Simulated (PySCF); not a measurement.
Simulation results for B₂GeH₄N, B₂GeH₃N, CH₃BGeO, BGeH₃N and others

All values are calculated (PySCF 2.14.0). Calculation on a computer-drawn molecule: optimised geometry and harmonic frequencies of an isolated molecule of the commonest isotopes, restricted reference for singlets and unrestricted otherwise, frozen core in MP2; on germanium a core potential holds 10 electrons, which the energies leave out, and 3d is frozen in MP2 and coupled-cluster steps.

```json
{"entry": 1, "formula": "B2GeH4N", "start_structure": {"atoms_angstrom": [["B", -1.4813, 0.1414, 1.2462], ["N", -0.3147, -0.4562, 1.2504], ["B", 0.7743, -1.1274, 1.1752], ["Ge", 2.489, -2.0821, 1.1232], ["H", -2.5034, 0.7375, 1.21], ["H", 3.6057, -1.0626, 1.2559], ["H", 2.5675, -2.7435, -0.1191], ["H", 2.5515, -2.9878, 2.2694]]}, "given": {"charge": 1, "multiplicity": 1, "method": "HF", "basis": "cc-pVDZ", "basis_and_core_potential_on_germanium": "cc-pVDZ-PP ECP10MDF", "drawn_bonds_atom": [1, 2, 3, 1, 4, 4, 4], "drawn_bonds_other_atom": [2, 3, 4, 5, 6, 7, 8], "drawn_bonds_order": [2, 1, 1, 1, 1, 1, 1]}, "results": {"optimised_atom_element": ["B", "N", "B", "Ge", "H", "H", "H", "H"], "optimised_atom_x [angstrom]": [-1.505, -0.3871, 0.748, 2.597, -2.525, 3.635, 2.596, 2.53], "optimised_atom_y [angstrom]": [0.1754, -0.447, -1.079, -2.108, 0.7437, -1.01, -2.816, -3.04], "optimised_atom_z [angstrom]": [1.234, 1.208, 1.181, 1.138, 1.257, 1.263, -0.2031, 2.334], "modes_frequency [cm^-1]": [106.8, 106.8, 289.3, 289.3, 327.5, 621.3, 621.3, 831.9, 831.9, 873.2, 945.9, 945.9, 1385, 2038, 2303, 2306, 2306, 3020], "modes_reduced_mass [dalton]": [3.595, 3.595, 3.326, 3.327, 12.07, 1.352, 1.352, 1.347, 1.347, 1.036, 1.022, 1.022, 6.701, 7.775, 1.01, 1.025, 1.025, 1.166], "rotational_constants [GHz]": [77.28, 1.441, 1.441], "total_energy [hartree]": -399.3146, "convergence_status_largest_gradient_component [hartree/bohr]": 5.189e-06}}
{"entry": 2, "formula": "B2GeH4N", "start_structure": {"atoms_angstrom": [["B", -2.7837, -2.001, 0.9683], ["N", -1.7682, -1.5296, 0.2925], ["B", -0.8498, -0.8965, -0.4911], ["Ge", -0.5452, 1.0284, -0.2985], ["H", -3.6338, -2.4518, 1.476], ["H", -0.139, -1.571, -1.1096], ["H", -0.024, 1.7864, -1.6883], ["H", -1.8029, 1.8958, -0.0728]]}, "given": {"charge": 0, "multiplicity": 2, "method": "HF", "basis": "cc-pVDZ", "basis_and_core_potential_on_germanium": "cc-pVDZ-PP ECP10MDF", "drawn_bonds_atom": [1, 2, 3, 1, 3, 4, 4], "drawn_bonds_other_atom": [2, 3, 4, 5, 6, 7, 8], "drawn_bonds_order": [2, 1, 1, 1, 1, 1, 1]}, "results": {"optimised_atom_element": ["B", "N", "B", "Ge", "H", "H", "H", "H"], "optimised_atom_x [angstrom]": [-2.781, -1.88, -0.874, -0.627, -3.628, -0.09945, 0.1417, -1.799], "optimised_atom_y [angstrom]": [-2.06, -1.532, -0.923, 1.123, -2.56, -1.589, 1.787, 2.015], "optimised_atom_z [angstrom]": [0.9529, 0.2785, -0.4892, -0.4715, 1.588, -1.12, -1.62, -0.04265], "modes_frequency [cm^-1]": [125.7, 168.8, 261.3, 296.8, 351.0, 478.0, 660.8, 785.5, 796.6, 837.5, 937.6, 1052, 1212, 2013, 2203, 2207, 2695, 2997], "modes_reduced_mass [dalton]": [3.591, 1.519, 1.804, 3.167, 1.245, 1.464, 2.298, 1.501, 1.343, 1.364, 1.041, 1.788, 2.343, 5.399, 1.023, 1.021, 1.093, 1.194], "rotational_constants [GHz]": [23.97, 1.893, 1.76], "total_energy [hartree]": -399.5322, "spin_squared": 0.7653, "convergence_status_largest_gradient_component [hartree/bohr]": 2.938e-05}}
{"entry": 3, "formula": "B2GeH3N", "start_structure": {"atoms_angstrom": [["B", 0.1853, -0.2994, -0.9131], ["N", 1.1157, -0.5946, -0.1602], ["B", 2.1503, -0.9309, 0.6478], ["Ge", 3.4663, 0.4544, 1.4557], ["H", -0.7626, 0.087, -1.565], ["H", 2.3088, -2.0905, 0.9131], ["H", 2.574, 0.4795, 2.7703]]}, "given": {"charge": 0, "multiplicity": 1, "method": "HF", "basis": "cc-pVDZ", "basis_and_core_potential_on_germanium": "cc-pVDZ-PP ECP10MDF", "drawn_bonds_atom": [1, 2, 3, 1, 3, 4], "drawn_bonds_other_atom": [2, 3, 4, 5, 6, 7], "drawn_bonds_order": [2, 1, 1, 1, 1, 1]}, "results": {"optimised_atom_element": ["B", "N", "B", "Ge", "H", "H", "H"], "optimised_atom_x [angstrom]": [0.1489, 1.087, 2.16, 3.443, -0.736, 2.347, 2.588], "optimised_atom_y [angstrom]": [-0.2461, -0.6196, -1.006, 0.4776, 0.1015, -2.179, 0.5773], "optimised_atom_z [angstrom]": [-0.8956, -0.1714, 0.6602, 1.468, -1.579, 0.8661, 2.801], "modes_frequency [cm^-1]": [90.07, 182.5, 287.7, 301.5, 473.5, 496.7, 785.8, 839.8, 860.9, 1038, 1179, 1983, 2007, 2643, 2994], "modes_reduced_mass [dalton]": [5.213, 1.874, 2.208, 2.388, 1.076, 3.267, 1.348, 1.356, 1.518, 1.946, 2.34, 1.06, 4.569, 1.09, 1.193], "rotational_constants [GHz]": [23.33, 1.883, 1.773], "total_energy [hartree]": -398.9380, "convergence_status_largest_gradient_component [hartree/bohr]": 2.832e-05}}
{"entry": 4, "formula": "B2GeH3N", "start_structure": {"atoms_angstrom": [["B", 0.1489, -0.2461, -0.8956], ["N", 1.0873, -0.6196, -0.1714], ["B", 2.1597, -1.0057, 0.6602], ["Ge", 3.443, 0.4775, 1.4677], ["H", -0.736, 0.1015, -1.5793], ["H", 2.3473, -2.1795, 0.8661], ["H", 2.5876, 0.5773, 2.801]]}, "given": {"charge": 0, "multiplicity": 1, "method": "MP2", "basis": "cc-pVDZ", "basis_and_core_potential_on_germanium": "cc-pVDZ-PP ECP10MDF", "drawn_bonds_atom": [1, 2, 3, 1, 3, 4], "drawn_bonds_other_atom": [2, 3, 4, 5, 6, 7], "drawn_bonds_order": [2, 1, 1, 1, 1, 1]}, "results": {"optimised_atom_element": ["B", "N", "B", "Ge", "H", "H", "H"], "optimised_atom_x [angstrom]": [0.1672, 1.116, 2.206, 3.411, -0.7172, 2.382, 2.473], "optimised_atom_y [angstrom]": [-0.212, -0.6579, -1.06, 0.519, 0.1834, -2.241, 0.5732], "optimised_atom_z [angstrom]": [-0.8602, -0.1384, 0.6867, 1.407, -1.533, 0.8898, 2.697], "modes_frequency [cm^-1]": [47.62, 181.4, 270.1, 315.0, 399.2, 497.4, 659.6, 741.6, 798.1, 976.4, 1103, 1856, 1948, 2619, 2910], "modes_reduced_mass [dalton]": [5.621, 2.178, 4.651, 1.373, 1.033, 3.561, 1.306, 1.351, 1.509, 1.944, 2.364, 5.975, 1.021, 1.092, 1.173], "rotational_constants [GHz]": [20.24, 1.979, 1.836], "total_energy [hartree]": -399.3284, "convergence_status_largest_gradient_component [hartree/bohr]": 1.695e-05}}
{"entry": 5, "formula": "CH3BGeO", "start_structure": {"atoms_angstrom": [["B", -2.2333, -0.4512, 0.7053], ["C", -1.4993, 0.5859, 1.1144], ["Ge", 0.1205, 0.9928, 0.0607], ["O", 0.1061, -0.3428, -1.1499], ["H", -2.8005, -1.4535, 0.2449], ["H", -1.6184, 1.3483, 1.8618], ["H", 0.7473, -0.4244, -1.8296]]}, "given": {"charge": 0, "multiplicity": 1, "method": "HF", "basis": "cc-pVDZ", "basis_and_core_potential_on_germanium": "cc-pVDZ-PP ECP10MDF", "drawn_bonds_atom": [1, 2, 3, 1, 2, 4], "drawn_bonds_other_atom": [2, 3, 4, 5, 6, 7], "drawn_bonds_order": [2, 1, 1, 1, 1, 1]}, "results": {"optimised_atom_element": ["B", "C", "Ge", "O", "H", "H", "H"], "optimised_atom_x [angstrom]": [-2.085, -1.441, 0.1634, -0.08012, -2.615, -1.703, 0.5821], "optimised_atom_y [angstrom]": [-0.4527, 0.6631, 1.024, -0.3873, -1.402, 1.305, -0.4946], "optimised_atom_z [angstrom]": [0.586, 1.09, 0.0621, -1.063, 0.1422, 1.92, -1.73], "modes_frequency [cm^-1]": [114.2, 154.6, 298.3, 403.6, 596.6, 639.0, 671.7, 799.6, 827.4, 903.6, 1008, 1520, 2955, 3387, 4167], "modes_reduced_mass [dalton]": [3.46, 5.128, 3.669, 1.123, 4.149, 1.182, 9.661, 1.311, 1.182, 1.199, 1.35, 5.492, 1.131, 1.096, 1.068], "rotational_constants [GHz]": [8.376, 4.83, 3.063], "total_energy [hartree]": -432.5100, "convergence_status_largest_gradient_component [hartree/bohr]": 3.5e-05}}
{"entry": 6, "formula": "CH3BGeO", "start_structure": {"atoms_angstrom": [["B", -2.0846, -0.4527, 0.586], ["C", -1.441, 0.6631, 1.0905], ["Ge", 0.1634, 1.0236, 0.0621], ["O", -0.0801, -0.3873, -1.0634], ["H", -2.6146, -1.4015, 0.1422], ["H", -1.7027, 1.3046, 1.9198], ["H", 0.5821, -0.4946, -1.7295]]}, "given": {"charge": 0, "multiplicity": 1, "method": "MP2", "basis": "cc-pVDZ", "basis_and_core_potential_on_germanium": "cc-pVDZ-PP ECP10MDF", "drawn_bonds_atom": [1, 2, 3, 1, 2, 4], "drawn_bonds_other_atom": [2, 3, 4, 5, 6, 7], "drawn_bonds_order": [2, 1, 1, 1, 1, 1]}, "results": {"optimised_atom_element": ["B", "C", "Ge", "O", "H", "H", "H"], "optimised_atom_x [angstrom]": [-2.118, -1.507, 0.1114, -0.09836, -2.559, -1.644, 0.6383], "optimised_atom_y [angstrom]": [-0.453, 0.6687, 0.9656, -0.4522, -1.414, 1.393, -0.4526], "optimised_atom_z [angstrom]": [0.6144, 1.152, 0.05158, -1.109, 0.08279, 1.953, -1.738], "modes_frequency [cm^-1]": [39.54, 168.2, 233.5, 403.9, 549.6, 550.0, 650.5, 728.9, 772.1, 836.4, 916.0, 1493, 2871, 3327, 3848], "modes_reduced_mass [dalton]": [3.452, 5.777, 3.497, 1.14, 1.264, 4.309, 11.42, 1.222, 1.138, 1.383, 1.153, 5.003, 1.132, 1.103, 1.067], "rotational_constants [GHz]": [8.009, 4.871, 3.029], "total_energy [hartree]": -432.9841, "convergence_status_largest_gradient_component [hartree/bohr]": 1.983e-05}}
{"entry": 7, "formula": "BGeH3N", "start_structure": {"atoms_angstrom": [["B", 1.163, -0.1983, 0.6737], ["N", 0.6273, -1.0827, 1.3925], ["Ge", -0.0388, -2.3374, 2.55], ["H", 1.6287, 0.5341, -0.0863], ["H", -0.8763, -0.9724, 3.7404], ["H", 1.5686, -2.5926, 3.5306]]}, "given": {"charge": -1, "multiplicity": 1, "method": "HF", "basis": "aug-cc-pVDZ", "basis_and_core_potential_on_germanium": "aug-cc-pVDZ-PP ECP10MDF", "drawn_bonds_atom": [1, 2, 1, 3, 3], "drawn_bonds_other_atom": [2, 3, 4, 5, 6], "drawn_bonds_order": [2, 1, 1, 1, 1]}, "results": {"optimised_atom_element": ["B", "N", "Ge", "H", "H", "H"], "optimised_atom_x [angstrom]": [1.184, 0.7507, -0.04427, 1.601, -0.6941, 1.275], "optimised_atom_y [angstrom]": [-0.1847, -0.9409, -2.289, 0.5409, -1.243, -2.532], "optimised_atom_z [angstrom]": [0.6078, 1.48, 2.669, -0.2209, 3.706, 3.559], "modes_frequency [cm^-1]": [174.7, 193.4, 406.5, 742.9, 780.6, 784.6, 802.3, 950.5, 1790, 1810, 1972, 2901], "modes_reduced_mass [dalton]": [3.342, 3.586, 10.53, 1.072, 1.102, 1.351, 1.366, 1.024, 1.023, 1.021, 4.636, 1.218], "rotational_constants [GHz]": [98.03, 3.502, 3.491], "total_energy [hartree]": -374.2708, "convergence_status_largest_gradient_component [hartree/bohr]": 3.224e-05}}
{"entry": 8, "formula": "BGeH3N", "start_structure": {"atoms_angstrom": [["B", 1.1844, -0.1847, 0.6078], ["N", 0.7507, -0.9409, 1.4796], ["Ge", -0.0443, -2.2892, 2.6688], ["H", 1.6008, 0.5409, -0.2209], ["H", -0.6941, -1.243, 3.7061], ["H", 1.275, -2.5324, 3.5595]]}, "given": {"charge": -1, "multiplicity": 1, "method": "MP2", "basis": "aug-cc-pVDZ", "basis_and_core_potential_on_germanium": "aug-cc-pVDZ-PP ECP10MDF", "drawn_bonds_atom": [1, 2, 1, 3, 3], "drawn_bonds_other_atom": [2, 3, 4, 5, 6], "drawn_bonds_order": [2, 1, 1, 1, 1]}, "results": {"optimised_atom_element": ["B", "N", "Ge", "H", "H", "H"], "optimised_atom_x [angstrom]": [1.194, 0.7478, -0.06486, 1.614, -0.6863, 1.268], "optimised_atom_y [angstrom]": [-0.1673, -0.9489, -2.323, 0.5661, -1.248, -2.529], "optimised_atom_z [angstrom]": [0.5849, 1.487, 2.685, -0.246, 3.717, 3.573], "modes_frequency [cm^-1]": [167.9, 185.4, 387.7, 635.7, 662.1, 689.1, 714.8, 894.7, 1736, 1791, 1796, 2818], "modes_reduced_mass [dalton]": [3.482, 3.781, 10.39, 1.35, 1.342, 1.068, 1.085, 1.024, 5.46, 1.023, 1.02, 1.175], "rotational_constants [GHz]": [96.66, 3.37, 3.364], "total_energy [hartree]": -374.6465, "convergence_status_largest_gradient_component [hartree/bohr]": 1.209e-05}}
{"entry": 9, "formula": "BGeH3NO", "start_structure": {"atoms_angstrom": [["B", -0.2493, -0.8637, -0.9936], ["N", -0.4814, -0.813, 0.2258], ["Ge", -0.9299, -0.6171, 1.964], ["O", -2.541, -0.1879, 2.1794], ["H", 0.0403, -0.9878, -2.096], ["H", 0.1865, 0.3512, 2.5135], ["H", -0.4511, -1.9998, 2.5146]]}, "given": {"charge": -1, "multiplicity": 1, "method": "HF", "basis": "aug-cc-pVDZ", "basis_and_core_potential_on_germanium": "aug-cc-pVDZ-PP ECP10MDF", "drawn_bonds_atom": [1, 2, 3, 1, 3, 3], "drawn_bonds_other_atom": [2, 3, 4, 5, 6, 7], "drawn_bonds_order": [2, 1, 1, 1, 1, 1]}, "results": {"optimised_atom_element": ["B", "N", "Ge", "O", "H", "H", "H"], "optimised_atom_x [angstrom]": [-0.2013, -0.4405, -0.9378, -2.535, 0.03397, 0.153, -0.4986], "optimised_atom_y [angstrom]": [-0.8894, -0.7983, -0.6246, -0.1842, -0.9778, 0.3739, -2.018], "optimised_atom_z [angstrom]": [-1.029, 0.1758, 2.004, 2.259, -2.177, 2.513, 2.563], "modes_frequency [cm^-1]": [122.5, 165.6, 310.0, 465.3, 608.0, 755.1, 809.3, 809.3, 884.1, 907.3, 965.3, 1988, 1989, 2074, 2922], "modes_reduced_mass [dalton]": [4.325, 3.233, 9.971, 10.57, 1.316, 1.052, 1.348, 1.358, 1.204, 5.827, 1.029, 4.344, 1.023, 1.034, 1.218], "rotational_constants [GHz]": [15.35, 3.003, 2.591], "total_energy [hartree]": -449.1611, "convergence_status_largest_gradient_component [hartree/bohr]": 3.732e-05}}
{"entry": 10, "formula": "BGeH3NO", "start_structure": {"atoms_angstrom": [["B", -0.2013, -0.8894, -1.0293], ["N", -0.4405, -0.7983, 0.1758], ["Ge", -0.9378, -0.6246, 2.0036], ["O", -2.5348, -0.1842, 2.2587], ["H", 0.034, -0.9778, -2.1773], ["H", 0.153, 0.3739, 2.5131], ["H", -0.4986, -2.0177, 2.563]]}, "given": {"charge": -1, "multiplicity": 1, "method": "MP2", "basis": "aug-cc-pVDZ", "basis_and_core_potential_on_germanium": "aug-cc-pVDZ-PP ECP10MDF", "drawn_bonds_atom": [1, 2, 3, 1, 3, 3], "drawn_bonds_other_atom": [2, 3, 4, 5, 6, 7], "drawn_bonds_order": [2, 1, 1, 1, 1, 1]}, "results": {"optimised_atom_element": ["B", "N", "Ge", "O", "H", "H", "H"], "optimised_atom_x [angstrom]": [-0.1853, -0.4378, -0.9452, -2.583, 0.0568, 0.1632, -0.4949], "optimised_atom_y [angstrom]": [-0.8945, -0.7993, -0.6219, -0.1701, -0.9849, 0.384, -2.031], "optimised_atom_z [angstrom]": [-1.069, 0.1729, 2.04, 2.309, -2.224, 2.514, 2.565], "modes_frequency [cm^-1]": [112.5, 149.9, 274.8, 420.7, 553.6, 678.3, 680.2, 692.8, 814.2, 838.5, 901.8, 1770, 1961, 2015, 2837], "modes_reduced_mass [dalton]": [4.599, 3.411, 10.32, 10.57, 1.311, 1.315, 1.319, 1.056, 1.148, 7.41, 1.03, 5.434, 1.024, 1.016, 1.178], "rotational_constants [GHz]": [14.76, 2.86, 2.47], "total_energy [hartree]": -449.7487, "convergence_status_largest_gradient_component [hartree/bohr]": 4.255e-05}}
```
